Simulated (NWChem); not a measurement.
System: CH4OSi; SMILES C(=O)[SiH3]

```xyz
7

O     -0.3448    -1.6867     0.0000
C      0.4833    -0.8113     0.0000
Si    -0.0646     1.0477     0.0000
H      1.5795    -1.0718     0.0000
H     -0.8896     1.2838     1.2198
H     -0.8896     1.2838    -1.2198
H      1.1235     1.9530     0.0000
```
Atoms are numbered in this order, from 1.

Computed with NWChem. All runs use the structure optimised with PBE0/def2-SVP. Level: PBE0/def2-SVP with SMD (1 M gas to 1 M solution), gas-phase geometry. Reactions with the solvent are ignored.

Predict the results for solvent 1,4-dioxane. Quantities: solvation free energy (kcal/mol); cavity-dispersion-structure term (kcal/mol); dipole in solution (D).


- solvation free energy (kcal/mol) = -1.3
- cavity-dispersion-structure term (kcal/mol) = 0.0
- dipole in solution (D) = 2.22
